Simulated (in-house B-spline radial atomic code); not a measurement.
The outermost shell (largest non-relativistic mean radius) with and without relativity; Dirac values are averaged over j. Computed with an all-electron radial atomic-structure program (B-spline basis): non-relativistic Hartree-Fock and Dirac-Hartree-Fock, averages of the configuration (point nuclei without relativity, finite nuclei with it).

```json
{"ion": "Ga4+", "configuration": "[Ar] 3d9", "outermost shell": "3d", "radius non-relativistic (bohr)": "0.7348", "radius Dirac (bohr)": "0.73736", "radius change (%)": "0.34848", "level non-relativistic (eV)": "-90.144", "level Dirac (eV)": "-89.554", "spin-orbit splitting (eV)": "0.54819"}
{"ion": "Ge4+", "configuration": "[Ar] 3d10", "outermost shell": "?", "radius non-relativistic (bohr)": "?", "radius Dirac (bohr)": "?", "radius change (%)": "?", "level non-relativistic (eV)": "?", "level Dirac (eV)": "?", "spin-orbit splitting (eV)": "?"}
{"ion": "As4+", "configuration": "[Ar] 3d10 4s1", "outermost shell": "4s", "radius non-relativistic (bohr)": "1.7356", "radius Dirac (bohr)": "1.7111", "radius change (%)": "-1.4119", "level non-relativistic (eV)": "-60.913", "level Dirac (eV)": "-61.803", "spin-orbit splitting (eV)": "-"}
{"ion": "Se4+", "configuration": "[Ar] 3d10 4s2", "outermost shell": "?", "radius non-relativistic (bohr)": "?", "radius Dirac (bohr)": "?", "radius change (%)": "?", "level non-relativistic (eV)": "?", "level Dirac (eV)": "?", "spin-orbit splitting (eV)": "?"}
{"ion": "Br4+", "configuration": "[Ar] 3d10 4s2 4p1", "outermost shell": "4p", "radius non-relativistic (bohr)": "1.7176", "radius Dirac (bohr)": "1.7092", "radius change (%)": "-0.49241", "level non-relativistic (eV)": "-58.378", "level Dirac (eV)": "-58.555", "spin-orbit splitting (eV)": "0.76628"}
{"ion": "Kr4+", "configuration": "[Ar] 3d10 4s2 4p2", "outermost shell": "4p", "radius non-relativistic (bohr)": "1.6216", "radius Dirac (bohr)": "1.6132", "radius change (%)": "-0.51796", "level non-relativistic (eV)": "-62.628", "level Dirac (eV)": "-62.829", "spin-orbit splitting (eV)": "0.9529"}
{"ion": "Rb4+", "configuration": "[Ar] 3d10 4s2 4p3", "outermost shell": "4p", "radius non-relativistic (bohr)": "1.5364", "radius Dirac (bohr)": "1.528", "radius change (%)": "-0.54645", "level non-relativistic (eV)": "-66.943", "level Dirac (eV)": "-67.172", "spin-orbit splitting (eV)": "1.1685"}
{"ion": "Sr4+", "configuration": "[Ar] 3d10 4s2 4p4", "outermost shell": "4p", "radius non-relativistic (bohr)": "1.4603", "radius Dirac (bohr)": "1.4519", "radius change (%)": "-0.57739", "level non-relativistic (eV)": "-71.326", "level Dirac (eV)": "-71.586", "spin-orbit splitting (eV)": "1.4158"}
```

(1) Fill in the row of Ge4+.

(2) Fill in the row of Se4+.

(3) Which member changes most?

## Answers

(1) outermost shell: 3d; radius non-relativistic (bohr): 0.70783; radius Dirac (bohr): 0.71032; radius change (%): 0.35203; level non-relativistic (eV): -93.033; level Dirac (eV): -92.397; spin-orbit splitting (eV): 0.65869.

(2) outermost shell: 4s; radius non-relativistic (bohr): 1.6448; radius Dirac (bohr): 1.621; radius change (%): -1.448; level non-relativistic (eV): -64.852; level Dirac (eV): -65.824.

(3) Selenium (Se4+): its 4s shell contracts by 1.4 %.
